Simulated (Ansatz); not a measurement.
Harmonic frequencies (cm⁻¹) at PBE0-D4/def2-TZVP from Ansatz: 40, 43, 44, 59, 74, 79, 117, 174, 198, 241, 260, 264, 298, 314, 573, 967, 1083, 1088, 1146, 1200, 1298, 1437, 1445, 1464, 1478, 1486, 1509, 2995, 3009, 3062, 3062, 3076, 3141.

Each molecule was computed in one conformer, which needn't be the lowest.

(1) Which molecule is it?
A. `C[N](C)[Zr]([I])([I])[I]`
B. `[NH2][Zr]([NH2])([NH2])[I]`
C. `C[O][Zr]([OH])([F])[Se]C`
D. `C[N](C)[Zr]([F])([SH])[Cl]`

Results:

(1) A.
